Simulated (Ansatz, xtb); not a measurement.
Molecule: sum formula MgO$_{2}$H$_{2}$, charge 0, multiplicity 1. 
Coordinates optimised at B3LYP-D3(BJ)/def2-TZVP (Ansatz, a first-principles code):
SMILES: [OH][Mg][OH]
```xyz
5

Mg     0.0004     0.0016     0.0001
O     -0.1688    -0.0543     1.7626
O      0.1669     0.0477    -1.7630
H      0.1455    -0.1716     2.6519
H     -0.1357     0.2061    -2.6500
```
Charge 0, spin multiplicity 1.

Harmonic wavenumbers from GFN2-xTB (xtb, at its own minimum), cm⁻¹: 114, 140, 218, 428, 514, 618, 722, 3697, 3704.

Give the harmonic wavenumbers at B3LYP-D3(BJ)/def2-TZVP (Ansatz, finite differences of forces, unscaled).

30, 160, 170, 177, 189, 613, 909, 4006, 4006 cm⁻¹. Zero-point energy 14.7 kcal/mol.
